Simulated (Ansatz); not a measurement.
C₂H₈BN. Charge 0, multiplicity 1. The bonds changed during the relaxation, so this is another structure than the one it started from.

Z-matrix (Å, degrees):
```
B
C 1 1.547
H 1 1.223 2 105.7
H 1 1.224 2 105.3 3 111.6
H 1 1.218 2 111.1 3 -124.4
N 2 1.298 1 124.8 3 124.8
H 2 1.094 1 122.3 3 -55.4
C 6 1.445 2 127.6 1 179.7
H 6 1.014 2 115.0 1 -0.2
H 8 1.089 6 109.0 2 0.2
H 8 1.092 6 110.4 2 120.0
H 8 1.092 6 110.4 2 -119.7
```

Q: List the harmonic frequencies (cm⁻¹, unscaled) at PBE0-D4/def2-TZVP in Ansatz. (An estimate is asked.)

A: Computed: 87, 162, 243, 254, 494, 602, 734, 889, 979, 1028, 1041, 1062, 1131, 1150, 1164, 1168, 1354, 1423, 1461, 1477, 1498, 1663, 2388, 2416, 2459, 3060, 3110, 3129, 3166, 3552.

Q: Is this a minimum?

A: Yes, all 30 modes are real.

Q: Give the ideal-gas thermochemistry at 298.15 K and 1 bar (rigid rotor, harmonic oscillator; point group Cs, symmetry number 1).

A: Zero-point energy 265.2 kJ/mol; H(298) − E = 283.4 kJ/mol; entropy 309.6 J/(mol·K), of which translation 159.3, rotation 100.5, vibration 49.8; G(298) − E = 191.1 kJ/mol. Modes under 100 cm⁻¹ are hindered rotations or soft bends, so the harmonic entropy is rough.

Q: Rotational constants (cm⁻¹)?

A: 1.12, 0.1298, 0.1222.
